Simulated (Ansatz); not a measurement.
AlGeH₆NSi (`[SiH3][Al]1[NH][GeH2]1`). Total charge 0; spin multiplicity 1. Correlated methods include outer-core shells of Ge, which these sets cover unevenly. Scalar relativity is left out up to krypton.

Z-matrix (Å, degrees):
```
Si
Al 1 2.447
H 1 1.489 2 111.4
H 1 1.488 2 110.2 3 120.7
H 1 1.489 2 109.8 3 -120.3
N 2 1.750 1 140.8 3 12.2
Ge 2 2.366 1 166.3 3 -169.2
H 6 1.007 2 150.9 1 -0.4
H 7 1.548 2 126.4 1 -91.8
H 7 1.548 2 126.3 1 94.0
```

Question: Give the diagnostics of a CCSD(T)/def2-TZVPP run (frozen core, Ansatz). (An estimate is asked.)

Answer: Ansatz gave: T1 = 0.0146, largest single amplitude 0.036, largest double 0.053, (T) share of the correlation energy 4.0 %, 10 CCSD cycles. The RHF solution is stable towards an unrestricted one. T1 lies under the customary mark of 0.02 for closed shells.
